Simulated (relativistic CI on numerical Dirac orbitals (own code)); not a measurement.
**Transition arrays of Cd VII**

Computed by Dirac-Coulomb-Breit CI, KLI orbitals optimised for each configuration, model QED, valence Slater integrals scaled by 0.9, whole transition arrays (own radial code, finite nucleus).

Configuration list (outside the closed core [Ar] 3d10 4s2): 4p⁶4d⁶, 4p⁶4d⁵4f, 4p⁵4d⁷, 4p⁶4d⁵5p, 4p⁶4d⁵5f. Levels of other configurations are missing.

All E1 lines from the levels of 4p⁶4d⁶; mean and standard deviation are weighted by gf, and upper levels are sorted by their leading configuration.

```
Upper configuration  Lines     Σgf  Mean (eV)  Mean (nm)  σ (eV)  Strongest line (nm)
           4p⁶4d⁵4f   5974   581.6      64.20     19.311    3.93               18.880
             4p⁵4d⁷    651   275.0      69.79     17.765    4.23               17.829
           4p⁶4d⁵5p   3245   164.2      42.92     28.886    1.71               28.386
           4p⁶4d⁵5f   6033  1504.3      80.41     15.419    3.91               15.075
```

Σgf per state of the lower configuration in bins of 0.5 nm over the central range (centre: value): 14.75: 1.23, 15.25: 4.39, 15.75: 0.37, 16.25: 0.22, 16.75: 0.32, 17.25: 0.56, 17.75: 0.82, 18.25: 0.84, 18.75: 1.15, 19.25: 0.25, 19.75: 0.21, 20.25: 0.20, 20.75: 0.20, 21.25: 0.17, 21.75: 0.09, 22.25: 0.06, 22.75: 0.05, 27.75: 0.06, 28.25: 0.13, 28.75: 0.21.

Q: How do configuration mixing and the scaling of the Slater integrals move the arrays?

A: Slater scale 0.9, no configuration mixing: 4p⁶4d⁵4f 65.4 ± 2.6 eV (Σgf 1454.6), 4p⁵4d⁷ 70.9 ± 5.5 eV (Σgf 537.2), 4p⁶4d⁵5p 42.9 ± 1.6 eV (Σgf 188.9), 4p⁶4d⁵5f 77.8 ± 1.9 eV (Σgf 101.7); Slater scale 1: 4p⁶4d⁵4f 65.4 ± 4.4 eV (Σgf 550.4), 4p⁵4d⁷ 76.0 ± 9.2 eV (Σgf 185.9), 4p⁶4d⁵5p 43.0 ± 1.9 eV (Σgf 162.7), 4p⁶4d⁵5f 80.3 ± 5.1 eV (Σgf 1671.9); Slater scale 0.8: 4p⁶4d⁵4f 63.2 ± 3.6 eV (Σgf 595.8), 4p⁵4d⁷ 68.4 ± 2.6 eV (Σgf 371.3), 4p⁶4d⁵5p 42.8 ± 1.5 eV (Σgf 165.9), 4p⁶4d⁵5f 79.9 ± 3.2 eV (Σgf 1346.3). With mixing, levels are counted to their leading configuration, so an array can shrink or vanish into another, and the sums then hold other lines.
